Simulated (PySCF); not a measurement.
**How methods differ on the excitation energy of N**

N [He] 2s2 2p3 (4S) → N [He] 2s1 2p4 (4P), as a difference of total energies. Computed with PySCF 2.14 in dyall-av3z, with the non-relativistic Hamiltonian (point nucleus). Correlated levels: valence: 1s2 frozen; virtual orbitals above 40 to 60 times the deepest correlated orbital energy dropped. The calculations carry no spin-orbit coupling.

| method | excitation energy (cm⁻¹) | error (cm⁻¹) |
| --- | --- | --- |
| UHF | 87674 | -459 |
| LDA | 85119 | -3013 |
| PBE | 83666 | -4466 |
| PBE0 | 85619 | -2513 |
| r2SCAN | 83106 | -5026 |
| wB97M-V | 88510 | +378 |
| TPSSh | 86087 | -2045 |
| BP86 | 82982 | -5150 |
| M06-L | 87243 | -890 |
| MP2 (valence) | 89079 | +946 |
| SCS-MP2 (valence) | 89249 | +1116 |

Reference: 88132 cm⁻¹ (measured; NIST levels, between the centres of gravity of the two terms).

Errors of the correlated levels include the incompleteness of this basis and the frozen core.
